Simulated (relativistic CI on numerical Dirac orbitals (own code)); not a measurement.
## Tc21+: sensitivity of the levels to the model

Base calculation: Dirac-Coulomb-Breit CI, KLI orbitals optimised for each configuration, model QED (radiative potential, 1s self-energy scaled to tabulated hydrogen-like ionisation energies), unscaled Slater integrals.

CI space (outside the closed core [Ne]): 3s²3p⁶3d⁴, 3s²3p⁵3d⁵, 3s3p⁶3d⁵, 3s²3p⁶3d³4s, 3s²3p⁶3d³4p, 3s²3p⁶3d³4d, 3s²3p⁶3d³4f, 3s²3p⁵3d⁴4s, 3s²3p⁵3d⁴4p, 3s²3p⁶3d²4s4p, 3s²3p⁶3d³5s, 3s3p⁶3d⁴4s, 3s²3p⁶3d³5p, 3s²3p⁶3d³5d, 3s²3p⁶3d²4p4d, 3s²3p⁶3d³5g, 3s3p⁶3d⁴4d, 3s²3p⁶3d³6s, 3p⁶3d⁶, 3p⁵3d⁷, 3s²3p⁶3d²4s², 3s²3p⁶3d4s²4p, 3s²3p⁶3d4s²4d, 3s²3p⁶3d4s²4f, 3s²3p⁶3d²4p², 3s²3p⁶3d4s4p², 3s²3p⁶3d4p³, 3s²3p⁶3d4p²4d, 3s²3p⁶3d4p²4f, 3s²3p⁶3d²4s4d, 3s²3p⁶3d4s4p4d, 3s²3p⁶3d4s4d², 3s²3p⁶3d4s4d4f, 3p⁶3d⁵4s, 3p⁵3d⁶4s, 3s²3p⁶3d²4d², 3s²3p⁶3d4p4d², 3s²3p⁶3d4d³, 3s²3p⁶3d4d²4f, 3p⁶3d⁵4d, 3p⁵3d⁶4d, 3s3p⁶3d³4s², 3s3p⁶3d²4s²4p, 3s3p⁶3d²4s²4d, 3s3p⁶3d²4s²4f. Double excitations out of closed p, d and f shells are left out; levels of such configurations are missing from the list, as are those of other unlisted configurations, and high levels can miss mixing partners. These lack a partner that the ground configuration has and come out too high: 3s²3p⁵3d⁴4p.

Variants: (1) P86 correlation estimate; (2) one mean potential for all configurations; (3) only the first 3 configurations. Shifts of the energy above 3s²3p⁶3d⁴ ⁵D0, in cm⁻¹, for the lowest level and the first level of each name with at least 55 % of one term (blank where a level changes its place among those of its configuration and J or its character, or is not in the variant):

| Level | Base | Δ(1) | Δ(2) | Δ(3) |
| --- | --- | --- | --- | --- |
| 3s²3p⁶3d⁴ ⁵D0 | 0.0 | 0.0 | 0.0 | 0.0 |
| 3s²3p⁶3d⁴ ⁵D1 | 11663.0 | -0.1 | +18.0 | -46.1 |
| 3s²3p⁶3d⁴ ⁵D2 | 23726.2 | -0.1 | +29.9 | -63.8 |
| 3s²3p⁶3d⁴ ⁵D3 | 34543.1 | 0.0 | +36.3 | -64.2 |
| 3s²3p⁶3d⁴ ⁵D4 | 43550.1 | 0.0 | +37.3 | -60.1 |
| 3s²3p⁶3d⁴ ³P0 | 78999.9 | +1.4 | -2.6 | +160.5 |
| 3s²3p⁶3d⁴ ³H4 | 86719.8 | -2.5 | -0.7 | -667.1 |
| 3s²3p⁶3d⁴ ³G3 | 104767.7 | -0.3 | -0.9 | -404.6 |
| 3s²3p⁶3d⁴ ³H5 | 105032.8 | -3.3 | +12.5 | -816.0 |
| 3s²3p⁶3d⁴ ³P1 | 107025.4 | +0.8 | +4.6 | +89.7 |
| 3s²3p⁶3d⁴ ³F2 | 109455.6 | 0.0 | -3.5 | -183.8 |
| 3s²3p⁶3d⁴ ³H6 | 113215.1 | -4.3 | +17.1 | -930.1 |
| 3s²3p⁶3d⁴ ³P2 | 132298.9 | +2.1 | +5.0 | -150.9 |
| 3s²3p⁶3d⁴ ³F3 | 138691.1 | +0.4 | +15.3 | -487.1 |

At this charge energies of transitions that change n are usually good to better than 1 %, and those within a shell (Δn = 0) to a few per cent. Terms inside the open d or f shell come out 10 to 20 % too wide with unscaled integrals.

Ionisation energy from the two ground configurations alone: base 967.304 eV; P86 correlation estimate 969.132 eV. The NIST ASD value (theoretical) is 968 eV.

LS names give the leading component of a level, which can be under half, so a name can repeat, a term be missing and a line seem to break the LS rules.
